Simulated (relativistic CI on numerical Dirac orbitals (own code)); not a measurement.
Rh³⁺: L2,3 absorption edge

Computed with this model: Dirac-Coulomb-Breit CI, separate exchange-only KLI orbitals for each configuration, model QED, valence Slater integrals scaled by 0.9, multiplet model of core-to-valence dipole absorption; configurations [Kr] 4d6 → [He] 2s2 2p5 3s2 3p6 3d10 4s2 4p6 4d7; 300 K; Lorentzian 2.4 eV and Gaussian 0.5 eV FWHM. Energies are those of the free ion, without screening or charge transfer. The branching ratio is the share of the lower-energy edge in the whole absorption, uncertain by about 0.02 where the edges overlap. S is read from ⟨S²⟩ = S(S + 1).

Field parameters in Wybourne normalisation: D3d B²₀ = −7Dσ, B⁴₀ = −14Dq − 21Dτ, B⁴₃ = −14√(10/7) Dq; D4h B²₀ = −7Ds, B⁴₀ = 21(Dq − Dt), B⁴₄ = 21√(5/14) Dq; Td as Oh with Dq negative (B⁴₀ = 21Dq, B⁴₄ = √(5/14) B⁴₀). The field is a parameter set, without covalency.

free ion: ground-state S = 1.99, centroid 3035.58 eV, branching ratio 0.806. Peaks (eV, height): 3007.8 (100), 3150.2 (30).

D4h, 10Dq = 20100, Ds = 970, Dt = -180 cm⁻¹: ground-state S = 0.12, centroid 3040.61 eV, branching ratio 0.773. Peaks (eV, height): 3008.2 (100), 3150.5 (30).

D4h, 10Dq = 32650, Ds = 2060, Dt = 1060 cm⁻¹: ground-state S = 0.08, centroid 3043.55 eV, branching ratio 0.755. Peaks (eV, height): 3008.8 (100), 3151.5 (33).

Td, 10Dq = -16350 cm⁻¹: ground-state S = 1.93, centroid 3041.37 eV, branching ratio 0.768. Peaks (eV, height): 3008.5 (100), 3151.2 (33).

D4h, 10Dq = 28350, Ds = 770, Dt = -320 cm⁻¹: ground-state S = 0.04, centroid 3046.20 eV, branching ratio 0.738. Peaks (eV, height): 3008.8 (100), 3151.2 (36).

D3d, 10Dq = 39850, Dσ = 820, Dτ = -230 cm⁻¹: ground-state S = 0.02, centroid 3048.99 eV, branching ratio 0.723. Peaks (eV, height): 3009.5 (100), 3152.0 (39).

The statistical ratio of this edge is 2/3 = 0.667. Values above it arise where the holes sit mainly in the j = l + 1/2 valence subshell or the ground state has high spin; values below it where core-valence Coulomb terms move weight to the upper edge, as in nearly empty shells. At deep edges of heavy elements the radial integrals of the two core levels differ, which raises the baseline.

Strongest unbroadened transitions for D4h, 10Dq = 20100, Ds = 970, Dt = -180 cm⁻¹:

| Energy (eV) | Relative strength |
| --- | --- |
| 3007.32 | 7.8 |
| 3007.59 | 6.6 |
| 3007.69 | 31.8 |
| 3007.74 | 11.3 |
| 3007.97 | 17.1 |
| 3008.06 | 85.3 |
| 3008.07 | 66.7 |
| 3008.11 | 31.0 |
| 3008.13 | 13.3 |
| 3008.26 | 34.7 |
| 3008.31 | 100.0 |
| 3008.59 | 36.7 |
| 3008.87 | 11.6 |
| 3150.17 | 9.1 |
| 3150.38 | 43.2 |
| 3150.60 | 34.6 |
| 3150.74 | 19.6 |
| 3150.80 | 23.7 |
